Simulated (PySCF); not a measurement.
Which determinant of ZnO lies lowest?

Unrestricted PBE0; Zn x2c-SVPall, O x2c-SVPall; spin-free X2C with a Gaussian nucleus (PySCF 2.14). Outer shells of the fragments: Zn 3d10 4s2; O 2s2 2p4.

Followed along the bond (rough minima from three points):

```tsv
2Ms+1	unpaired	⟨S²⟩ at the start	R at minimum (Å)	Te (eV)
3	σ ↑, π ↑	2.01	1.89	0.00
1	σ ↓, π ↑	1.00	1.86	0.18
1	none	0.00	1.70	0.43
```

Solutions found at the starting distance of 1.790 Å, counted from the lowest of them; the search is not exhaustive and high or unbound solutions are not listed, so other states can lie among these:

```json
{"2Ms+1": "3", "unpaired": "σ ↑, π ↑", "term": "³Π", "E (eV)": "0.00", "⟨S²⟩": "2.01", "⟨Lz²⟩": "1.01", "μ (D)": "-2.31"}
{"2Ms+1": "1", "unpaired": "σ ↓, π ↑", "term": "mixed", "E (eV)": "0.16", "⟨S²⟩": "1.00", "⟨Lz²⟩": "1.01", "μ (D)": "-2.46"}
{"2Ms+1": "1", "unpaired": "none", "term": "¹Σ⁺", "E (eV)": "0.47", "⟨S²⟩": "0.00", "⟨Lz²⟩": "0.00", "μ (D)": "-5.50"}
{"2Ms+1": "3", "unpaired": "σ ↑↑", "term": "³Σ⁺", "E (eV)": "1.69", "⟨S²⟩": "2.00", "⟨Lz²⟩": "0.00", "μ (D)": "-3.09"}
{"2Ms+1": "3", "unpaired": "π ↑↑", "term": "³Σ⁻", "E (eV)": "3.11", "⟨S²⟩": "2.01", "⟨Lz²⟩": "0.00", "μ (D)": "2.81"}
{"2Ms+1": "1", "unpaired": "π ↑↓", "term": "mixed", "E (eV)": "3.83", "⟨S²⟩": "1.00", "⟨Lz²⟩": "2.01", "μ (D)": "2.70"}
{"2Ms+1": "3", "unpaired": "π ↑↑", "term": "mixed", "E (eV)": "5.22", "⟨S²⟩": "2.02", "⟨Lz²⟩": "2.01", "μ (D)": "-3.25"}
{"2Ms+1": "1", "unpaired": "π ↑↓", "term": "mixed", "E (eV)": "5.33", "⟨S²⟩": "1.11", "⟨Lz²⟩": "2.01", "μ (D)": "-2.88"}
{"2Ms+1": "3", "unpaired": "π ↑↑", "term": "mixed", "E (eV)": "5.41", "⟨S²⟩": "2.02", "⟨Lz²⟩": "2.01", "μ (D)": "-3.20"}
{"2Ms+1": "1", "unpaired": "none", "term": "mixed", "E (eV)": "5.80", "⟨S²⟩": "0.00", "⟨Lz²⟩": "2.00", "μ (D)": "2.31"}
```

A term symbol is given only where ⟨S²⟩ and ⟨Lz²⟩ are close to those of a pure state; real π, δ and φ orbitals otherwise mix terms. A positive dipole means Zn(−)O(+).

Counting both spins, an empty level lies below a filled one in some of these solutions, because spin and occupation are held.
